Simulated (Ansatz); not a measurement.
Two members of one family (Series SnH3X), computed with Ansatz in the gas phase; def2 core potentials for Sn, no spin–orbit coupling. The two geometries come from different levels. Binding counts from free atoms in the multiplicity of their measured ground term, without zero-point energy. A dash marks a value that wasn't run or was left out as unsound. The structures are stationary points that may keep the symmetry of their start.

First: Sn(SMe)H3 (singlet, charge 0, r2SCAN-D4/def2-SVP geometry).

```xyz
9

Sn   -0.2596    0.2506    1.5860
S    -0.5363    1.1507   -0.6493
C     0.2329   -0.1966   -1.6227
H     1.2945   -0.3331   -1.3652
H     0.1682    0.1088   -2.6768
H    -0.3037   -1.1488   -1.5041
H    -1.1234   -1.2275    1.7160
H    -0.8815    1.4338    2.6491
H     1.4090   -0.0378    1.8670
```

| level | HOMO (eV) | LUMO (eV) | gap (eV) | vertical IE (eV) | vertical triplet (eV) | binding per atom (eV) |
| --- | --- | --- | --- | --- | --- | --- |
| PBE-D4/def2-SVP | -5.34 | -1.11 | 4.23 | – | – | 3.06 |
| PBE-D4/def2-TZVP | -5.51 | -1.36 | 4.14 | 8.65 | 4.28 | 3.07 |
| r2SCAN-D4/def2-TZVP | -5.75 | -1.06 | 4.69 | 8.68 | 4.40 | 3.05 |
| PBE0-D4/def2-TZVP | -6.70 | -0.54 | 6.16 | 8.75 | 4.46 | 3.04 |
| ωB97M-V/def2-TZVP | -8.89 | 1.04 | 9.93 | – | – | 3.06 |

Second: Sn(vinyl)H3 (singlet, charge 0, r2SCAN-D4/def2-TZVP geometry).

```xyz
9

Sn   -0.469    0.992    0.896
C     0.315   -0.060   -0.787
C     0.486   -1.378   -0.821
H     0.591    0.524   -1.663
H     0.233   -2.024    0.018
H     0.890   -1.883   -1.697
H    -2.028    0.407    1.278
H    -0.560    2.654    0.523
H     0.543    0.768    2.253
```

What does the change do? Estimate second minus first.


```tsv
level	Δ HOMO (eV)	Δ LUMO (eV)	Δ gap (eV)	Δ vertical IE (eV)	Δ vertical triplet (eV)	Δ binding per atom (eV)
PBE-D4/def2-SVP	-1.34	-0.16	1.18	–	–	0.37
PBE-D4/def2-TZVP	-1.28	-0.10	1.18	1.11	0.03	0.35
r2SCAN-D4/def2-TZVP	-1.25	-0.19	1.06	1.10	-0.38	0.33
PBE0-D4/def2-TZVP	-1.19	0.06	1.24	1.18	-0.32	0.34
ωB97M-V/def2-TZVP	-1.23	0.46	1.69	–	–	0.33
```
